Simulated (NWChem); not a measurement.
System: MoH$_{2}$O$_{4}$; SMILES [O]=[Mo](=[O])([OH])[OH]

Here is an NWChem input.

```
start job
memory heap 200 mb stack 900 mb global 1100 mb
geometry units angstroms noautoz
  Mo     0.000000     0.000000     0.139587
  O     -0.162662     1.351974     1.112390
  O      0.162661    -1.351974     1.112390
  O      1.515476     0.203516    -0.928925
  H      2.199121    -0.462565    -1.068100
  O     -1.515475    -0.203516    -0.928926
  H     -2.199122     0.462564    -1.068099
end
basis spherical
  Mo library def2-svp
  O library def2-svp
  H library def2-svp
end
ecp
  Mo library def2-ecp
end
dft
  xc b3lyp
  iterations 150
  mulliken
end
task dft energy
```

Excerpt of the output:

```
             Northwest Computational Chemistry Package (NWChem) 7.3.0
             --------------------------------------------------------

 C2  symmetry detected

                             Geometry "geometry" -> ""
                             -------------------------

 Output coordinates in angstroms (scale by  1.889725989 to convert to a.u.)

  No.       Tag          Charge          X              Y              Z
 ---- ---------------- ---------- -------------- -------------- --------------
    1 Mo                  42.0000     0.00000000     0.00000000     0.05193059
    2 O                    8.0000    -0.11834684     1.35657159     1.02473359
    3 O                    8.0000     0.11834684    -1.35657159     1.02473359
    4 O                    8.0000     1.52132207     0.15383079    -1.01658191
    5 H                    1.0000     2.18281244    -0.53425756    -1.15575591
    6 O                    8.0000    -1.52132207    -0.15383079    -1.01658191
    7 H                    1.0000    -2.18281244     0.53425756    -1.15575591

 Effective nuclear repulsion energy (a.u.)     507.0927204762

      Symmetry information
      --------------------

 Group name             C2
 Group number              4
 Group order               2
 No. of unique centers     4

                                 NWChem DFT Module
                                 -----------------

 Summary of "ao basis" -> "ao basis" (spherical)
 ------------------------------------------------------------------------------
       Tag                 Description            Shells   Functions and Types
 ---------------- ------------------------------  ------  ---------------------
 Mo                         def2-svp                11       31   5s3p2d1f
 O                          def2-svp                 6       14   3s2p1d
 H                          def2-svp                 3        5   2s1p

      Symmetry analysis of basis
      --------------------------

        a          50
        b          47

            General Information
            -------------------
          SCF calculation type: DFT
          Wavefunction type:  closed shell.
          No. of atoms     :     7
          No. of electrons :    48
           Alpha electrons :    24
            Beta electrons :    24
          Charge           :     0
          Spin multiplicity:     1
          Use of symmetry is: on ; symmetry adaption is: on
          Maximum number of iterations: 150
          AO basis - number of functions:    97
                     number of shells:    41
          Convergence on energy requested:  1.00D-06
          Convergence on density requested:  1.00D-05
          Convergence on gradient requested:  5.00D-04

              XC Information
              --------------
                         B3LYP Method XC Potential
                     Hartree-Fock (Exact) Exchange  0.200
                        Slater Exchange Functional  0.800 local
                    Becke 1988 Exchange Functional  0.720 non-local
              Lee-Yang-Parr Correlation Functional  0.810
                  VWN I RPA Correlation Functional  0.190 local

             Grid Information
             ----------------
          Grid used for XC integration:  medium
          Radial quadrature: Mura-Knowles
          Angular quadrature: Lebedev.
          Tag              B.-S. Rad. Rad. Pts. Rad. Cut. Ang. Pts.
          ---              ---------- --------- --------- ---------
          Mo                  1.45      123           9.0       590
          O                   0.60       49          10.0       434
          H                   0.35       45          11.0       434
          Grid pruning is: on
          Number of quadrature shells:   266
          Spatial weights used:  Erf1

      Superposition of Atomic Density Guess
      -------------------------------------

 Sum of atomic energies:        -377.05516143

      Non-variational initial energy
      ------------------------------

 Total energy =    -367.475600
 1-e energy   =    -978.057127
 2-e energy   =     383.852820
 HOMO         =      -0.473447
 LUMO         =      -0.031897

      Symmetry analysis of molecular orbitals - initial
      -------------------------------------------------

  Numbering of irreducible representations:

     1 a           2 b

  Orbital symmetries:

     1 a           2 b           3 a           4 b           5 a
     6 b           7 a           8 b           9 a          10 b
    11 a          12 b          13 a          14 b          15 a
    16 b          17 a          18 a          19 b          20 a
    21 b          22 b          23 a          24 b          25 a
    26 a          27 a          28 b          29 b          30 a
    31 b          32 a          33 b          34 a

     ---------------------------------------------
      Total Density - Mulliken Population Analysis
     ---------------------------------------------

    Atom       Charge   Shell Charges
 -----------   ------   -------------------------------------------------------
    1 Mo  14    10.81  -0.39  1.55  0.88  0.16  0.04  5.96  0.23  0.09  1.90  0.28  0.10
    2 O    8     9.10   1.99  1.16  0.76  3.18  2.00  0.01
    3 O    8     9.10   1.99  1.16  0.76  3.18  2.00  0.01
    4 O    8     8.87   1.99  1.10  0.68  3.10  1.99  0.00
    5 H    1     0.63   0.51  0.06  0.06
    6 O    8     8.87   1.99  1.10  0.68  3.10  1.99  0.00
    7 H    1     0.63   0.51  0.06  0.06

   convergence    iter        energy       DeltaE   RMS-Dens  Diis-err
 ---------------- ----- ----------------- --------- --------- ---------
 d= 0,ls=0.0,diis     1   -369.6731950611 -5.96D+02  5.31D-02  4.66D+00
 d= 0,ls=0.0,diis     2   -361.7876284002  7.89D+00  4.46D-02  6.63D+01
 d= 0,ls=0.0,diis     3   -369.9922142695 -8.20D+00  1.10D-02  2.47D+00
 d= 0,ls=0.0,diis     4   -370.2019020819 -2.10D-01  3.19D-03  4.38D-01
 d= 0,ls=0.0,diis     5   -370.2449922259 -4.31D-02  5.44D-04  7.79D-03
  Resetting Diis
 d= 0,ls=0.0,diis     6   -370.2457483266 -7.56D-04  1.81D-04  1.55D-03
 d= 0,ls=0.0,diis     7   -370.2458776538 -1.29D-04  2.65D-04  1.62D-04
 d= 0,ls=0.0,diis     8   -370.2457112504  1.66D-04  2.00D-04  1.84D-03
 d= 0,ls=0.0,diis     9   -370.2458933027 -1.82D-04  2.77D-05  1.48D-05
 d= 0,ls=0.0,diis    10   -370.2458947373 -1.43D-06  7.15D-06  1.99D-06
 d= 0,ls=0.0,diis    11   -370.2458949229 -1.86D-07  1.07D-06  3.38D-08

         Total DFT energy =     -370.245894922866
      One electron energy =     -982.530438238055
           Coulomb energy =      428.449630181894
    Exchange-Corr. energy =      -42.893793541651
 Nuclear repulsion energy =      226.728706674946

 Numeric. integr. density =       48.000001616731

                  Occupations of the irreducible representations
                  ----------------------------------------------

                     irrep           alpha         beta
                     --------     --------     --------
                     a                12.0         12.0
                     b                12.0         12.0

                       DFT Final Molecular Orbital Analysis
                       ------------------------------------

 Vector   22  Occ=2.000000D+00  E=-3.453451D-01  Symmetry=a
              MO Center= -1.3D-14,  5.7D-14,  1.3D-01, r^2= 3.7D+00
   Bfn.  Coefficient  Atom+Function         Bfn.  Coefficient  Atom+Function
  ----- ------------  ---------------      ----- ------------  ---------------
    36      0.318296  2 O  py                50     -0.318296  3 O  py
     8      0.216814  1 Mo pz                39      0.211393  2 O  py
    53     -0.211393  3 O  py                63     -0.180953  4 O  px
    82      0.180953  6 O  px                64     -0.173196  4 O  py
    83      0.173196  6 O  py                65     -0.158194  4 O  pz

 Vector   23  Occ=2.000000D+00  E=-3.409944D-01  Symmetry=b
              MO Center=  3.3D-14,  6.1D-14, -2.6D-02, r^2= 3.7D+00
   Bfn.  Coefficient  Atom+Function         Bfn.  Coefficient  Atom+Function
  ----- ------------  ---------------      ----- ------------  ---------------
    35      0.293772  2 O  px                49      0.293772  3 O  px
    63     -0.225047  4 O  px                82     -0.225047  6 O  px
    38      0.210039  2 O  px                52      0.210039  3 O  px
    65     -0.174882  4 O  pz                84      0.174882  6 O  pz
    66     -0.167877  4 O  px                85     -0.167877  6 O  px

 Vector   24  Occ=2.000000D+00  E=-3.224162D-01  Symmetry=b
              MO Center= -7.9D-15,  4.9D-14,  9.8D-01, r^2= 2.5D+00
   Bfn.  Coefficient  Atom+Function         Bfn.  Coefficient  Atom+Function
  ----- ------------  ---------------      ----- ------------  ---------------
    37      0.435125  2 O  pz                51     -0.435125  3 O  pz
    40      0.311369  2 O  pz                54     -0.311369  3 O  pz
     7      0.161086  1 Mo py                36     -0.143160  2 O  py
    50     -0.143160  3 O  py                39     -0.111676  2 O  py
    53     -0.111676  3 O  py                10     -0.072915  1 Mo py

 Vector   25  Occ=0.000000D+00  E=-8.288298D-02  Symmetry=a
              MO Center= -3.0D-14,  2.4D-14,  1.0D-01, r^2= 2.1D+00
   Bfn.  Coefficient  Atom+Function         Bfn.  Coefficient  Atom+Function
  ----- ------------  ---------------      ----- ------------  ---------------
    17      0.584977  1 Mo d  0              15      0.566486  1 Mo d -2
    19     -0.215647  1 Mo d  2              35     -0.213767  2 O  px
    49      0.213767  3 O  px                38     -0.187067  2 O  px
    52      0.187067  3 O  px                65      0.157865  4 O  pz
    84      0.157865  6 O  pz                68      0.146466  4 O  pz

[...]
```

Level: B3LYP/def2-SVP with def2 effective core potentials on Mo. All runs use the structure optimised with PBE0/def2-SVP. def2 effective core potentials on Mo; no spin-orbit coupling.
